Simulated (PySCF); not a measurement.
# Two-component Hartree-Fock for Au⁷⁴⁺ (gold, charge +74)

Start: [He] 2s2 2p1; 2p1/2 filled at m_j = +1/2. Calculated with PySCF 2.14 in an even-tempered Gaussian basis (16 s from 64 bohr⁻², ratio 2.4; 13 p from 83 bohr⁻², ratio 2.4; 5 d from 260 bohr⁻², ratio 2.6; 4 f from 400 bohr⁻², ratio 2.6): generalised Hartree-Fock with the X2C-1e Hamiltonian and a Gaussian nucleus; one run each with spin-orbit coupling (SO) switched off, then screened by Boettger's factors.

```
spinor shell  electrons  ε, spin-free (eV)  ε, screened SO (eV)  weight of nominal j (screened SO)  rms radius, screened SO (bohr)
       1s1/2          2           -90225.8             -90177.7                              1.000                          0.0189
       2s1/2          2           -22188.8             -22174.0                              1.000                          0.0740
       2p1/2          1           -20513.6             -21952.9                              1.000                          0.0620
```

```json
{"quantity": "E (hartree)", "spin-free": "-9228.43316", "screened SO": "-9281.31733"}
{"quantity": "M_J", "spin-free": "1/2", "screened SO": "1/2"}
{"quantity": "⟨J²⟩", "spin-free": "0.750", "screened SO": "0.750"}
{"quantity": "⟨L²⟩", "spin-free": "2.000", "screened SO": "2.000"}
{"quantity": "⟨S²⟩", "spin-free": "0.750", "screened SO": "0.750"}
```

Each row is a mean over spinors that exchange with the open shell spreads, by up to 22.526 eV (2s1/2).

Breit and QED terms are absent; they matter most for the inner s and p1/2 levels.

Densities and radii are taken from the X2C orbitals without a picture-change correction, which distorts them close to the nucleus.

Without spin-orbit coupling the j labels of p, d and f shells carry no meaning; the spin-free column gives the mean over the occupied spinors of each nl shell.
